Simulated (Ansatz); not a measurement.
Sn2O4⁺. The state is a doublet with charge 1. Geometry r2SCAN-D4/def2-SVP, that of the neutral singlet; atoms count from 1.

```csv
atom,x (Å),y (Å),z (Å)
Sn1,-1.129,-0.342,1.416
Sn2,1.456,0.847,-0.222
O3,-0.756,-0.648,-0.938
O4,0.792,0.128,1.562
O5,-0.936,0.781,-0.484
O6,0.573,-0.766,-1.334
```

In the def2 sets Sn takes a core potential; there is no spin–orbit coupling. The structure holds 2 bonds between oxygen atoms, so isomers without such links may lie far lower. The structure comes from a short search, and lower isomers may exist.

**Question.** Estimate the Mulliken populations from the PBE0/def2-TZVP orbitals of Ansatz.

**Answer.** 
```tsv
atom	charge (e)	spin (α − β)
Sn1	1.00	0.03
Sn2	0.99	0.06
O3	0.11	0.31
O4	-0.67	0.05
O5	-0.31	0.11
O6	-0.13	0.44
```
Mulliken values depend strongly on the basis.

**Question.** Where does the spin sit?

**Answer.** Summed by element: Sn 0.09, O 0.91, of 1 unpaired in all. Largest on single atoms: O6 0.44, O3 0.31, O5 0.11.

**Question.** And the Mayer bond orders between heavy atoms (over 0.3)?

**Answer.** Sn1–O4 1.01 (1.98 Å); Sn1–O5 0.39 (2.22 Å); Sn2–O4 0.91 (2.04 Å); Sn2–O5 0.31 (2.41 Å); Sn2–O6 0.44 (2.15 Å); O3–O5 0.90 (1.51 Å); O3–O6 1.16 (1.39 Å).
